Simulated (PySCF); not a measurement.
CHN, charge +1, doublet, at a GFN2-xTB geometry (a state made from the parent by changing its charge; the spin is typed, not shown lowest), atoms displaced at random by about 0.08 Å a coordinate; TPSS/cc-pVDZ, gradient by finite differences (PySCF).

The PySCF input:
```python
from pyscf import gto, scf, dft

mol = gto.Mole()
mol.atom = '''
    C     0.01842895    0.10210374   -0.62628548
    N     0.01453317    0.02072877    0.69553160
    H     0.01166791   -0.12249780   -1.53203013
'''
mol.basis = 'cc-pvdz'
mol.charge = 1
mol.spin = 1
mol.verbose = 4
mol.build()

mf = dft.UKS(mol)
mf.xc = 'tpss'
mf.conv_tol = 1e-11
mf.kernel()
scan, done = mf.as_scanner(), []
scan.scf_summary = {}
def energy(d):
    c = mol.atom_coords()
    c[2, 1] += d
    e = scan(mol.set_geom_(c, unit='Bohr', inplace=False))
    done.append(scan.converged)
    return e
h = 1e-5
fd = (energy(h) - energy(-h)) / (2 * h)
print('dE/dx =', fd)
```

**Question.** What does PySCF print? Leave out banner, timings and long lists.

**Answer.** 
```
PySCF version 2.14.0

[INPUT] verbose = 4
[INPUT] num. atoms = 3
[INPUT] num. electrons = 13
[INPUT] charge = 1
[INPUT] spin (= nelec alpha-beta = 2S) = 1
[INPUT] symmetry False subgroup None
[INPUT] Mole.unit = angstrom
[INPUT] Symbol           X                Y                Z      unit          X                Y                Z       unit  Magmom
[...]
nuclear repulsion = 21.8442838740946
number of shells = 13
number of NR pGTOs = 59
number of NR cGTOs = 33
basis = cc-pvdz
ecp = {}

******** <class 'pyscf.dft.uks.UKS'> ********
method = UKS
initial guess = minao
damping factor = 0
level_shift factor = 0
DIIS = <class 'pyscf.scf.diis.CDIIS'>
diis_start_cycle = 1
diis_space = 8
diis_damp = 0
SCF conv_tol = 1e-11
SCF conv_tol_grad = None
SCF max_cycles = 50
direct_scf = True
direct_scf_tol = 1e-13
number electrons alpha = 7  beta = 6
XC library pyscf.dft.libxc version 7.1.2
    S. Lehtola, C. Steigemann, M. J. T. Oliveira, and M. A. L. Marques,  SoftwareX 7, 1–5 (2018)
XC functionals = tpss
    J. Tao, J. P. Perdew, V. N. Staroverov, and G. E. Scuseria,  Phys. Rev. Lett. 91, 146401 (2003)
    J. P. Perdew, J. Tao, V. N. Staroverov, and G. E. Scuseria,  J. Chem. Phys. 120, 6898 (2004)
    J. Tao, J. P. Perdew, V. N. Staroverov, and G. E. Scuseria,  Phys. Rev. Lett. 91, 146401 (2003)
    J. P. Perdew, J. Tao, V. N. Staroverov, and G. E. Scuseria,  J. Chem. Phys. 120, 6898 (2004)
radial grids:
    Treutler-Ahlrichs [JCP 102, 346 (1995); DOI:10.1063/1.469408] (M4) radial grids

becke partition: Becke, JCP 88, 2547 (1988); DOI:10.1063/1.454033
pruning grids: <function nwchem_prune>
grids dens level: 3
symmetrized grids: False
atomic radii adjust function: <function treutler_atomic_radii_adjust>
small_rho_cutoff = 0
Set gradient conv threshold to 3.16228e-06
tot grids = 37832
init E= -93.3555515643472

cycle= 1 E= -92.8862823019984  delta_E= 0.469  |g|= 0.232  |ddm|= 1.27
cycle= 2 E= -92.9073323639111  delta_E= -0.0211  |g|= 0.146  |ddm|= 0.381
cycle= 3 E= -92.9073463519839  delta_E= -1.4e-05  |g|= 0.156  |ddm|= 0.194
cycle= 4 E= -92.9193089096423  delta_E= -0.012  |g|= 0.0214  |ddm|= 0.113
cycle= 5 E= -92.9195843866148  delta_E= -0.000275  |g|= 0.00376  |ddm|= 0.0195
cycle= 6 E= -92.9196036171098  delta_E= -1.92e-05  |g|= 0.00153  |ddm|= 0.00758
cycle= 7 E= -92.9196106249938  delta_E= -7.01e-06  |g|= 0.000565  |ddm|= 0.0075
cycle= 8 E= -92.9196111585702  delta_E= -5.34e-07  |g|= 0.000178  |ddm|= 0.00202
[...]
converged SCF energy = -92.919611204711  <S^2> = 0.75556384  2S+1 = 2.0055561
[...]
Extra cycle  E= -92.9196108163842  delta_E= -2.84e-14  |g|= 2.22e-07  |ddm|= 5.06e-07
converged SCF energy = -92.9196108163842  <S^2> = 0.75556374  2S+1 = 2.005556

WARN: Mole.unit (angstrom) is changed to Bohr

New geometry
   1 C      0.018428950000   0.102103740000  -0.626285480000 AA    0.034825668263   0.192948104894  -1.183508032992 Bohr
   2 N      0.014533170000   0.020728770000   0.695531600000 AA    0.027463711022   0.039171698199   1.314364234981 Bohr
   3 H      0.011667910000  -0.122503091772  -1.532030130000 AA    0.022049154346  -0.231497292862  -2.895117360282 Bohr

******** <class 'pyscf.scf.hf.UKS_Scanner'> ********
method = UKS_Scanner
initial guess = minao
damping factor = 0
level_shift factor = 0
DIIS = <class 'pyscf.scf.diis.CDIIS'>
diis_start_cycle = 1
diis_space = 8
diis_damp = 0
SCF conv_tol = 1e-11
SCF conv_tol_grad = None
SCF max_cycles = 50
direct_scf = True
direct_scf_tol = 1e-13
number electrons alpha = 7  beta = 6
XC library pyscf.dft.libxc version 7.1.2
    S. Lehtola, C. Steigemann, M. J. T. Oliveira, and M. A. L. Marques,  SoftwareX 7, 1–5 (2018)
XC functionals = tpss
    J. Tao, J. P. Perdew, V. N. Staroverov, and G. E. Scuseria,  Phys. Rev. Lett. 91, 146401 (2003)
    J. P. Perdew, J. Tao, V. N. Staroverov, and G. E. Scuseria,  J. Chem. Phys. 120, 6898 (2004)
    J. Tao, J. P. Perdew, V. N. Staroverov, and G. E. Scuseria,  Phys. Rev. Lett. 91, 146401 (2003)
    J. P. Perdew, J. Tao, V. N. Staroverov, and G. E. Scuseria,  J. Chem. Phys. 120, 6898 (2004)
radial grids:
    Treutler-Ahlrichs [JCP 102, 346 (1995); DOI:10.1063/1.469408] (M4) radial grids

becke partition: Becke, JCP 88, 2547 (1988); DOI:10.1063/1.454033
pruning grids: <function nwchem_prune>
grids dens level: 3
symmetrized grids: False
atomic radii adjust function: <function treutler_atomic_radii_adjust>
small_rho_cutoff = 0
Set gradient conv threshold to 3.16228e-06
tot grids = 37832
init E= -92.9196099976878
cycle= 1 E= -92.919611593045  delta_E= -1.6e-06  |g|= 1.83e-06  |ddm|= 7.35e-06
cycle= 2 E= -92.9196115930219  delta_E= 2.31e-11  |g|= 7.06e-06  |ddm|= 5.78e-06
cycle= 3 E= -92.9196115930471  delta_E= -2.52e-11  |g|= 2.64e-07  |ddm|= 4.57e-06
cycle= 4 E= -92.9196115930472  delta_E= -7.11e-14  |g|= 1.65e-07  |ddm|= 6.74e-07
Extra cycle  E= -92.9196115930473  delta_E= -1.71e-13  |g|= 3.42e-07  |ddm|= 6.11e-07
converged SCF energy = -92.9196115930473  <S^2> = 0.75556391  2S+1 = 2.0055562
dE/dx = 0.038833156423834225
```
